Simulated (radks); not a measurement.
The mean radii <r> (bohr) of the occupied orbitals of an atom or ion are listed with their occupations. Method: scalar-relativistic Kohn-Sham, r2SCAN, spin-polarised, spherical densities, finite nucleus; meta-GGA in the generalised Kohn-Sham scheme; Fermi nuclear charge, rms radius of each element as measured or else 0.836 A^(1/3) + 0.57 fm; computed with a radial shooting solver on a logarithmic mesh with Libxc functionals.

| orbital | occ. | <r> |
|---|---|---|
| 1s down | 1 | 0.02458 |
| 1s up | 1 | 0.02458 |
| 2s up | 1 | 0.1052 |
| 2s down | 1 | 0.1052 |
| 2p up | 3 | 0.09237 |
| 2p down | 3 | 0.09237 |
| 3s up | 1 | 0.2781 |
| 3s down | 1 | 0.2781 |
| 3p up | 3 | 0.2763 |
| 3p down | 3 | 0.2763 |
| 3d up | 5 | 0.2536 |
| 3d down | 5 | 0.2535 |
| 4s up | 1 | 0.6390 |
| 4s down | 1 | 0.6388 |
| 4p up | 3 | 0.6770 |
| 4p down | 3 | 0.6767 |
| 4d up | 5 | 0.7495 |
| 4d down | 5 | 0.7492 |
| 5s up | 1 | 1.557 |
| 5s down | 1 | 1.564 |
| 5p up | 3 | 1.817 |
| 5p down | 3 | 1.819 |
| 5d up | 1 | 3.028 |
| 4f up | 2 | 1.306 |

Name the element and its charge. Open shells, if any, are filled with parallel spins first.

Answer. Z = 58, cerium, charge +1: Ce+ in [Xe] 4f2 5d1. The 1s radius gives Z: for a bare nucleus <r> = (2 gamma + 1)/(2Z) with gamma = sqrt(1 - (Z/c)^2), 0.02424 bohr for Z = 58, and screening makes it slightly larger (0.02458 here). The occupations add up to 57, and the charge is Z minus that.
